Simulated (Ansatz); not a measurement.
The cluster As2Se3⁻. The state is a doublet with charge -1. Geometry PBE-D4/def2-SVPD; atoms count from 1.

Cartesian coordinates in Å:
```
As -0.4515 0.9130 -1.5005
As 0.4941 0.0720 0.6064
Se -1.9912 -0.6009 -2.1290
Se 2.0944 1.4456 1.4137
Se -0.1458 -1.8296 1.6094
```

Another isomer (doublet) lies 0.46 eV lower at PBE0-D4/def2-TZVPD; other spin states weren't run for this one.

Problem. Estimate the Mulliken populations from the PBE0/def2-TZVPD orbitals of Ansatz.

Solution. 
```
atom  charge (e)  spin (α − β)
 As1        0.01          0.35
 As2        0.54          0.04
 Se3       -0.46          0.41
 Se4       -0.56          0.14
 Se5       -0.53          0.07
```
Mulliken values depend strongly on the basis. With diffuse functions, as here, like atoms can get unlike values, and bond orders can come out too low or too high.

Problem. Where does the spin sit?

Solution. Summed by element: As 0.39, Se 0.61, of 1 unpaired in all. Largest on single atoms: Se3 0.41, As1 0.35, Se4 0.14.

Problem. And the Mayer bond orders between heavy atoms (over 0.3)?

Solution. As1–As2 0.83 (2.46 Å); As1–Se3 1.71 (2.25 Å); As2–Se4 1.39 (2.26 Å); As2–Se5 1.39 (2.24 Å).
